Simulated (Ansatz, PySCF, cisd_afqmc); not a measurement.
System: Te₂, charge 0, triplet. Te2 (SMILES [Te]=[Te], triplet).
B3LYP-D3(BJ)/def2-TZVP minimum from Ansatz (a quantum-chemistry and plane-wave program):
```
Te
Te 1 2.5746
```
Charge 0, spin multiplicity 3.

Atomisation energy term by term, kcal/mol (programs: Ansatz, cisd_afqmc). Open shells are spin-unrestricted; no spin-orbit coupling. Cores are frozen in correlated methods (noble-gas shells, and filled d and f shells in the p block). Past Kr the def2 sets carry scalar-relativistic core potentials. The Monte Carlo rows (phaseless AFQMC, CISD trial, step 0.005/hartree) carry one-sigma bars that omit the constraint's bias. Outlying blocks are dropped, and bars are widened where a walk drifts. Over all cases where full CI ran beside it in this data, AFQMC minus full CI had a median of +0.1 mEh and passed +0.4 mEh in a tenth of the cases. CBS(X,Y): correlation extrapolated as X^-3, Hartree-Fock from the larger set. A bracket is a step between two methods taken in the basis named. Spin-orbit terms, left out, reach several kcal/mol for Br and I, and more for heavier atoms. The UHF reference of Te2 ([Te]=[Te], triplet) is spin-contaminated (<S^2> up to 0.06 over the pure value in the sets run). The determinant of Te2 ([Te]=[Te], triplet) is a saddle point of the SCF energy; a lower one exists, which strains HF and MP2.

```json
[
 {"term": "Hartree-Fock", "basis": "def2-QZVPP", "kcal/mol": "21.78"},
 {"term": "CCSD correlation", "basis": "CBS(def2-TZVPP,def2-QZVPP)", "kcal/mol": "38.98"},
 {"term": "(T)", "basis": "CBS(def2-TZVPP,def2-QZVPP)", "kcal/mol": "6.72"},
 {"term": "CCSDT(Q) - CCSD(T)", "basis": "def2-TZVPP", "kcal/mol": "0.69"},
 {"term": "CCSDTQ - CCSDT(Q)", "basis": "def2-SVP", "kcal/mol": "-0.03"},
 {"term": "minus zero-point energy", "basis": "Hessian by PySCF at B3LYP-D3(BJ)/def2-TZVP", "kcal/mol": "-0.36"},
 {"term": "sum: D0", "basis": "", "kcal/mol": "67.8"}
]
```

The step beyond CCSD(T) by other levels: CCSDTQ in def2-SVP 0.74; AFQMC/CISD in def2-SVP -0.14 ± 0.23; CCSDT(Q) in def2-SVP 0.77 kcal/mol.
